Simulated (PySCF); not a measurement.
Two species compared at the same levels of theory.

First species: Disulfur monoxide, S2O.
Numbering: `[O:1]=[S:2]=[S:3]`

Second species: C₈H₈O₂.
SMILES: `O=C(O)C1=CC=CC12CC2`

Levels: CAM-B3LYP/def2-SVPD for dipole moment, HOMO energy, LUMO energy, HOMO–LUMO gap, static isotropic polarisability and electronic spatial extent ⟨r²⟩ about the centre of nuclear charge; TDDFT CAM-B3LYP/def2-SVPD for lowest singlet excitation; PBE0-D3(BJ)/def2-SVP for rotational constant A and rotational constant C. Geometries: PBE0-D3(BJ)/def2-SVP. Each structure is a single optimised conformer of the isolated species, non-relativistic unless stated. Electronic properties by PySCF.

The conformers computed, where there is a choice (atom-mapped SMILES and torsion angles):
- `[O:1]=[C:2]([OH:3])[C:4]1=[CH:5][CH:6]=[CH:7][C:8]12[CH2:9][CH2:10]2`: O1–C2–C4–C5 180°, H–O3–C2–O1 0°

Values for the first species:

```
Dipole moment                                                     : 1.66 D
HOMO energy                                                       : -9.61 eV
LUMO energy                                                       : -3.22 eV
HOMO–LUMO gap                                                     : 6.39 eV
Lowest singlet excitation                                         : 2.27 eV
Static isotropic polarisability                                   : 44.9 au
Electronic spatial extent ⟨r²⟩ about the centre of nuclear charge : 275 bohr²
Rotational constant A                                             : 40.779 GHz
Rotational constant C                                             : 4.430 GHz
```

(1) Estimate the same properties for the second species, and the change in each.

Results:

(1) 
| property | first | second | second less first |
| --- | --- | --- | --- |
| dipole moment | 1.66 D | 1.52 D | -0.14 D |
| HOMO energy | -9.61 eV | -7.96 eV | +1.65 eV |
| LUMO energy | -3.22 eV | -0.67 eV | +2.55 eV |
| HOMO–LUMO gap | 6.39 eV | 7.29 eV | +0.90 eV |
| lowest singlet excitation | 2.27 eV | 4.48 eV | +2.21 eV |
| static isotropic polarisability | 44.9 au | 99.0 au | +54.1 au |
| electronic spatial extent ⟨r²⟩ about the centre of nuclear charge | 275 bohr² | 1311 bohr² | +1036 bohr² |
| rotational constant A | 40.779 GHz | 2.068 GHz | -38.711 GHz |
| rotational constant C | 4.430 GHz | 0.882 GHz | -3.548 GHz |

On the first: S1 lies 4.12 eV below the HOMO–LUMO gap; its leading configuration is HOMO→LUMO, weight 1.00.

On the second: The polarisability is 14.68 Å³ as a volume (1 au = 0.148185 Å³), or 1.38 au for each of the 72 electrons. S1 lies 2.81 eV below the HOMO–LUMO gap; its leading configuration is HOMO→LUMO, weight 0.97.
